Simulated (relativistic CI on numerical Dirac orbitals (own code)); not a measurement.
# Level scheme of Pr²⁺

These numbers are calculated, not measured: Dirac-Coulomb-Breit CI, separate exchange-only KLI orbitals for each configuration, model QED (radiative potential, 1s self-energy scaled to tabulated hydrogen-like ionisation energies), valence Slater integrals scaled by 0.85 (own radial code, finite nucleus).

Configurations in the expansion (outside the closed core [Xe]): 4f3.

The lowest level is 4f3 4I°_9/2, with 98 % of that term; Hund's rules for 4f3 give 4I° with J = 9/2, in agreement.

| No. | Configuration | Term | J | E (cm⁻¹) | % | Next component (%) | Lifetime (s) |
| --- | --- | --- | --- | --- | --- | --- | --- |
| 1 | 4f3 | 4I° | 9/2 | 0.0 | 98 | 2 2H° |  |
| 2 | 4f3 | 4I° | 11/2 | 1346.9 | 99 | 1 2H° | 9.72e+00 |
| 3 | 4f3 | 4I° | 13/2 | 2803.2 | 100 |  | 6.70e+00 |
| 4 | 4f3 | 4I° | 15/2 | 4337.4 | 99 | 1 2K° | 8.62e+00 |
| 5 | 4f3 | 2H° | 9/2 | 10561.2 | 79 | 14 2G° | 9.64e-01 |
| 6 | 4f3 | 4F° | 3/2 | 10804.9 | 96 | 4 2D° |  |
| 7 | 4f3 | 4F° | 5/2 | 11518.1 | 98 | 2 2D° | 6.63e+01 |
| 8 | 4f3 | 4S° | 3/2 | 12158.5 | 96 | 4 2P° | 6.43e+02 |
| 9 | 4f3 | 4F° | 7/2 | 12164.0 | 91 | 9 2G° | 4.43e+01 |
| 10 | 4f3 | 2H° | 11/2 | 12845.4 | 97 | 2 4G° | 1.25e+00 |
| 11 | 4f3 | 4F° | 9/2 | 12911.2 | 81 | 10 2H° | 4.79e+00 |
| 12 | 4f3 | 2G° | 7/2 | 14796.6 | 84 | 9 4F° | 2.96e+00 |
| 13 | 4f3 | 2K° | 13/2 | 16073.1 | 99 | 1 2I° | 1.38e+00 |
| 14 | 4f3 | 4G° | 5/2 | 16335.1 | 99 | 1 2F° | 7.28e+00 |
| 15 | 4f3 | 2G° | 9/2 | 16743.0 | 66 | 14 4F° | 1.13e+00 |
| 16 | 4f3 | 4G° | 7/2 | 17339.8 | 92 | 7 2G° | 4.47e+00 |
| 17 | 4f3 | 2K° | 15/2 | 17588.5 | 97 | 2 2L° | 8.58e-01 |
| 18 | 4f3 | 4G° | 9/2 | 18397.4 | 87 | 12 2G° | 2.67e+00 |
| 19 | 4f3 | 2D° | 3/2 | 18768.8 | 49 | 45 2P° | 9.03e-01 |
| 20 | 4f3 | 4G° | 11/2 | 19342.2 | 97 | 3 2H° | 2.64e+00 |
| 21 | 4f3 | 2P° | 1/2 | 20215.9 | 98 | 2 4D° |  |
| 22 | 4f3 | 2D° | 5/2 | 20448.7 | 98 | 2 4F° |  |
| 23 | 4f3 | 2P° | 3/2 | 22403.2 | 50 | 47 2D° |  |
| 24 | 4f3 | 2I° | 11/2 | 25522.1 | 91 | 9 2H° |  |
| 25 | 4f3 | 2L° | 15/2 | 25990.9 | 98 | 2 2K° |  |
| 26 | 4f3 | 2I° | 13/2 | 26338.5 | 99 | 1 2K° |  |
| 27 | 4f3 | 4D° | 3/2 | 26694.5 | 81 | 18 2D° |  |
| 28 | 4f3 | 4D° | 5/2 | 26968.8 | 80 | 18 2D° |  |
| 29 | 4f3 | 4D° | 1/2 | 27058.6 | 98 | 2 2P° |  |
| 30 | 4f3 | 2L° | 17/2 | 27170.4 | 100 |  |  |
| 31 | 4f3 | 4D° | 7/2 | 28522.2 | 99 | 1 2F° |  |
| 32 | 4f3 | 2H° | 9/2 | 29354.6 | 99 | 1 2G° |  |
| 33 | 4f3 | 2H° | 11/2 | 30191.6 | 90 | 9 2I° |  |
| 34 | 4f3 | 2D° | 3/2 | 30191.6 | 82 | 18 4D° |  |
| 35 | 4f3 | 2D° | 5/2 | 31295.3 | 69 | 20 4D° |  |
| 36 | 4f3 | 2F° | 5/2 | 34872.6 | 86 | 13 2D° |  |
| 37 | 4f3 | 2F° | 7/2 | 36146.3 | 98 | 1 4D° |  |
| 38 | 4f3 | 2G° | 9/2 | 43945.2 | 100 |  |  |
| 39 | 4f3 | 2G° | 7/2 | 44681.8 | 99 | 1 2F° |  |
| 40 | 4f3 | 2F° | 7/2 | 61987.5 | 100 |  |  |
| 41 | 4f3 | 2F° | 5/2 | 62811.9 | 100 |  |  |

Energies count from the lowest computed level; ° marks odd parity; lifetimes are radiative, by E1, M1, E2, M2 decay to levels of this space only; some are left blank where a channel outside the calculation adds to the decay or the decay crosses a small, uncertain gap.

The mean weight of the leading LS term, summed over parents, in these 41 levels is 91 %, and that of the leading jj configuration (from the same eigenvectors) 61 %, so LS coupling describes them better.

One configuration and one scale for all Slater integrals: terms of lower spin can come out thousands of cm⁻¹ low, and their order can be wrong. 30 of the 80 excited levels that our extract of the measured tables holds in this range could be paired (the sources list more); they are missed by 1936 cm⁻¹ on average and 8895 at most, and levels without a partner can miss by more. Some levels of the ground configuration have no partner and can miss by 10 % or more.

Landé's interval rule says that E(J) − E(J−1) = AJ with one A. For the ground term the intervals give A = 244.9, 224.1, 204.5 cm⁻¹ for J = 11/2, 13/2, 15/2; the multiplet is regular.

LS names give the leading component of a level, which can be under half, so a name can repeat, a term be missing and a line seem to break the LS rules.
